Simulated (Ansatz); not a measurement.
Relaxation of BFH₅OP (9 atoms, charge 0, multiplicity 1), to a largest force component of 0.03 eV/Å in at most 50 steps.

All numbers below come from RKS PBE0-D4/6-31G* (Ansatz).

```xyz
9
Properties=species:S:1:pos:R:3:forces:R:3
B -0.028 -0.239 0.125 -0.05 -0.73 0.86
O -0.048 -0.778 1.393 -0.07 0.15 -0.88
H -0.940 -0.743 1.765 0.08 -0.06 -0.06
F 1.132 -0.218 -0.506 0.09 -0.04 -0.04
H -1.008 0.161 -0.429 -0.08 0.02 -0.06
P -0.017 2.755 1.008 -0.04 0.35 0.12
H 1.002 3.140 1.919 0.01 0.04 0.03
H 0.914 2.405 -0.001 0.03 -0.03 -0.06
H -0.082 1.436 1.530 0.03 0.28 0.09
```

Problem. Where does it end, and by what steps?

Solution. The run ended unconverged. The force dipped under the threshold on the way, but the program's further checks kept it going. After 49 steps the energy has fallen by 0.232 eV; H9 moved furthest, 1.51 Å.

```
step  energy less start (eV)  largest force component (eV/Å)  accepted
   0                  0.0000                           0.876       yes
   2                  0.3340                           2.943        no
   4                 -0.1673                           0.162       yes
   6                 -0.1731                           0.025       yes
   8                 -0.1495                           0.688        no
  10                 -0.1760                           0.072       yes
  12                 -0.1765                           0.072       yes
  14                 -0.1769                           0.047       yes
  16                 -0.1773                           0.050       yes
  18                 -0.1768                           0.222        no
  20                 -0.1787                           0.121       yes
  22                 -0.1798                           0.140       yes
  24                 -0.1824                           0.115       yes
  26                 -0.1869                           0.158       yes
  28                 -0.1899                           0.274       yes
  30                 -0.1991                           0.075       yes
  32                 -0.2019                           0.038       yes
  34                 -0.1968                           0.447        no
  36                 -0.2133                           0.082       yes
  38                 -0.2193                           0.207       yes
  40                 -0.2202                           0.161        no
  42                 -0.2270                           0.039       yes
  44                 -0.2285                           0.027       yes
  46                 -0.2300                           0.094       yes
  48                 -0.2303                           0.220       yes
  49                 -0.2321                           0.099       yes
```

```xyz
9
Properties=species:S:1:pos:R:3
B -0.150 -0.679 -0.199
O -0.227 -0.479 1.135
H -1.131 -0.561 1.463
F 1.045 -0.558 -0.764
H -1.097 -0.947 -0.884
P 0.054 2.719 1.450
H 0.667 3.998 1.578
H 0.993 2.263 0.485
H 0.771 2.162 2.541
```

Time of the run: 2.5 min on 1 thread of Arm Neoverse V1, on a shared host, peak memory 0.17 GiB.
